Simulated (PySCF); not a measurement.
H$_{3}$AlS$_{2}$ (SMILES [SH][AlH][SH]), singlet, geometry from GFN2-xTB (such geometries of metal compounds can be far from the true shape), with bond 2-1 at 2.4 times its length.

Input for PySCF:
```python
from pyscf import gto, scf, mcscf, mrpt
import numpy

mol = gto.M(
    atom='''
Al   -0.47874165   -0.31391739    0.28755684
H    -3.22172531   -2.11252901    1.93513380
S     1.54290305   -0.61187567    1.05924480
H     1.08031978   -1.44729510    1.98796763
S    -0.97838745    0.98203620   -1.39832188
H    -2.26727643    0.66899152   -1.27502047
''',
    basis='6-31g',
    verbose=3,
)

mf = scf.RHF(mol)
mf.kernel()
mc = mcscf.CASCI(mf, 4, 4)
mc.fix_spin_(ss=0.0)
mc.kernel()
occ = numpy.linalg.eigvalsh(mc.fcisolver.make_rdm1(mc.ci, mc.ncas, mc.nelecas))[::-1]
ss = mc.fcisolver.spin_square(mc.ci, mc.ncas, mc.nelecas)[0]
print('natural occupations', occ.round(4), ' <S^2>', round(ss, 4))
e2 = mrpt.NEVPT(mc).kernel()
print('E(NEVPT2) = %.10f' % (mc.e_tot + e2))
```

Question: What does this run give for the nuclear repulsion energy, total energy, number of basis functions, natural occupations of the active orbitals, NEVPT2 correction, SCF-reference Mulliken (on the basis functions themselves) charges in atom order?

Answer: 
```
Quantity                                                                                                                             Value
--------------------------------------------------------------------------------  --------------------------------------------------------
nuclear repulsion energy                                                                                                       163.0991 Eh
total energy                                                                                                                 -1038.6939 Eh
number of basis functions                                                                                                               45
natural occupations of the active orbitals                                                                          2.00, 1.45, 0.55, 0.00
NEVPT2 correction                                                                                                               -0.1572 Eh
SCF-reference Mulliken (on the basis functions themselves) charges in atom order  Al1 0.67, H2 -0.15, S3 -0.34, H4 0.08, S5 -0.34, H6 0.08
```
